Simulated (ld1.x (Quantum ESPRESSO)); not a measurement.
# O (Z = 8), TM: configuration errors across variants

- Element: O
- Generator: ld1.x (Quantum ESPRESSO) 7.5
- Type: norm-conserving Troullier–Martins (Kleinman–Bylander form)
- Functional: BLYP
- Relativity: scalar-relativistic
- Frozen core: [He]
- Valence charge: 6
- Reference configuration: 2s2 2p4
- Partial waves: 2p (bound): rc 2.15 bohr; 3d channel at 0.45 Ry: rc 1.95 bohr; 2s (bound): rc 0.75 bohr
- Local potential: the s channel
- Core correction: Bessel-smoothed model core, default radius (core density twice the valence density)

All-electron excitation energies from the reference (eV): (1) 2s2 2p3 16.428; (2) 2s2 2p2 50.037; (3) 2s2 2p1 103.974; (4) 2s0 2p6 29.712; (5) 2s2 2p4.3 -2.121; (6) 2s1 2p4 31.522; (7) 2s2 2p3.5 6.283.

The default core radius of the base comes out at 0.34 bohr.

The overlap operator is not positive definite (basis up to 400 Ry) in “type PAW; waves now 2s (bound): rcut 0.65, rcutus 0.75 bohr; 2s channel at -0.5 Ry: rcut 0.65, rcutus 0.75 bohr; 2p (bound): rcut 1.85, rcutus 2.15 bohr; 2p channel at 0.9 Ry: rcut 1.85, rcutus 2.15 bohr; 3d channel at 0.45 Ry: rcut 1.70, rcutus 1.95 bohr; 3d channel at 1.55 Ry: rcut 1.70, rcutus 1.95 bohr; local potential all-electron potential smoothed inside 1.10 bohr (lloc = -1); augmentation BESSEL, radius 0.60 bohr”. Such files are unfit for use, however small their errors in these radial tests.

A true bound ghost makes a file unfit for plane-wave use even where its test errors are small: the radial tests pick states by their node count and pass the ghost by.

Errors AE − PS in meV (a dash: test not solved or not reliable):

```tsv
change	(1)	(2)	(3)	(4)	(5)	(6)	(7)	bound ghosts
base	+98	+802	+3023	-78	+1.9	-201	+15	none
wave 3d channel at 0.45 Ry: rc 1.95 bohr becomes 3d channel at -0.16 Ry: rc 1.95 bohr	+98	+802	+3023	-78	+1.9	-201	+15	none
wave 2s (bound): rc 0.75 bohr becomes 2s (bound): rc 1.02 bohr	+100	+816	+3068	-107	+1.9	-209	+15	none
core correction Bessel-smoothed model core inside 0.40 bohr	+98	+802	+3023	-78	+1.9	-201	+15	none
type PAW; waves now 2s (bound): rcut 0.65, rcutus 0.75 bohr; 2s channel at -0.5 Ry: rcut 0.65, rcutus 0.75 bohr; 2p (bound): rcut 1.85, rcutus 2.15 bohr; 2p channel at 0.9 Ry: rcut 1.85, rcutus 2.15 bohr; 3d channel at 0.45 Ry: rcut 1.70, rcutus 1.95 bohr; 3d channel at 1.55 Ry: rcut 1.70, rcutus 1.95 bohr; local potential all-electron potential smoothed inside 1.10 bohr (lloc = -1); augmentation BESSEL, radius 0.60 bohr	–	–	–	–	–	–	–	s (p not tested, overlap not positive)
wave 2p (bound): rc 2.15 bohr becomes 2p (bound): rc 2.96 bohr	+366	+2422	+7850	-595	+11	-476	+65	none
local potential the d channel	+104	+834	+3095	-77	+2.2	-192	+16	none
```

Problem. Give the same row for: all radii but the core radius scaled by about 0.88 (s 0.66, p 1.90, d 1.72 bohr).

Solution. +54, +486, +1947, -4.2, +0.9, -125, +7.6; bound ghosts: none.
